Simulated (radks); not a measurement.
Effect of the nuclear size on neutral molybdenum, [Kr] 4d5 5s1. All-electron calculation, Dirac Kohn-Sham, LDA (Slater exchange, Perdew-Wang correlation), spin-unpolarised, spherical densities, finite nucleus; open shells fill j = l - 1/2 first; Fermi nuclear charge, rms radius 4.4091 fm. Program: a radial shooting solver on a logarithmic mesh with Libxc functionals. The rms radius is varied about that value; shifts are against it.

| rms radius (fm) | total energy shift (eV) | density at nucleus (e/bohr^3) | 1s1/2 shift (meV) | 2s1/2 shift (meV) | 4p1/2 shift (meV) | 5s1/2 shift (meV) |
|---|---|---|---|---|---|---|
| 3.8051 | -0.378 | 9.192e+04 | -160 | -17.1 | 0.042 | -0.035 |
| 4.0079 | -0.257 | 9.14e+04 | -109 | -11.6 | 0.029 | -0.024 |
| 4.4091 | 0 | 9.046e+04 | 0.000 | 0.000 | 0.000 | 0.000 |
| 4.6692 | 0.178 | 8.99e+04 | 75.3 | 8.06 | -0.020 | 0.017 |
| 5.3615 | 0.696 | 8.857e+04 | 294 | 31.5 | -0.078 | 0.065 |

Slopes of the eigenvalues against <r^2> in GHz/fm^2, as finite differences over the two radii next to the reference (eigenvalue slopes, not the field-shift constants of lines): 1s1/2 7750, 2s1/2 829, 4p1/2 -2.05, 5s1/2 1.70.
